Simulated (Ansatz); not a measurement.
A CCSD(T) single point on F3H2InS (`[F][In-]([F])([F])[SH2+]`).

```yaml
crystal:
  periodic: [false, false, false]
  atoms:
    - {symbol: F, position_ang: [1.283224, -1.699945, 1.638177]}
    - {symbol: In, position_ang: [0.094480, -1.048966, 0.259978]}
    - {symbol: F, position_ang: [-1.805489, -0.884044, 0.648785]}
    - {symbol: F, position_ang: [0.591996, -1.277599, -1.607484]}
    - {symbol: S, position_ang: [0.390070, 1.607414, 0.120012]}
    - {symbol: H, position_ang: [-0.951673, 1.729828, 0.116368]}
    - {symbol: H, position_ang: [0.458590, 1.505312, -1.221633]}
basis:
  gaussian: {orbitals: def2-SVP}
correlation: {method: ccsd_t}
```

```sh
$ ansatz run in.yaml --threads 4 --pin off --events-out ev --progress --plain
```

Output of Ansatz, abridged:

```
Functional definition: HF
983 factors; integrals over basis functions are off by at most 1.3e-3 eV
mean field evaluation 1: about -24101.9335 eV, gradient 5.2e1 eV
mean field evaluation 2: about -24102.0519 eV, gradient 5.3e1 eV
mean field evaluation 4: about -24107.4729 eV, gradient 2.6e0 eV
mean field evaluation 8: about -24107.5412 eV, gradient 2.1e-1 eV
mean field -24107.54147138 eV, -885.9358083948 hartree, gradient 2.3e-6 eV, S^2 0.000000; 0 other end points of the search recorded, 0 dependent functions left out
12 core orbitals not correlated: weight in the atoms' cores, before any rotation towards them, 1.000 or more for the frozen orbitals, at most 0.000 for the correlated occupied ones
reference -24107.54147138 eV, -885.9358083948 hartree; 21, 21 occupied and 63, 63 virtual orbitals, 983 factors
second order -21.64369749 eV of doubles, -0.00000000 eV of singles
cycle   1  -21.66518056 eV  change   -2.1e-2 eV  update   1.2e-1
cycle   2  -22.15657034 eV  change   -4.9e-1 eV  update   4.0e-2
cycle   3  -22.31828007 eV  change   -1.6e-1 eV  update   2.2e-2
cycle   4  -22.31460451 eV  change    3.7e-3 eV  update   5.0e-3
cycle   5  -22.30850634 eV  change    6.1e-3 eV  update   2.0e-3
cycle   6  -22.30837551 eV  change    1.3e-4 eV  update   5.9e-4
cycle   7  -22.30833128 eV  change    4.4e-5 eV  update   1.9e-4
cycle   8  -22.30824230 eV  change    8.9e-5 eV  update   6.6e-5
cycle   9  -22.30824795 eV  change   -5.6e-6 eV  update   2.6e-5
perturbative correction -0.40054046 eV, -0.0147195905 hartree
Total energy: -24130.25025979 eV, -886.7703409763 hartree
```

Run time 7 s (4 threads of a server CPU on a shared host); peak host memory 0.42 GiB.

The correlation energy is -22.709 eV, 1.8 % of it from (T); the T1 diagnostic reads 0.0137.
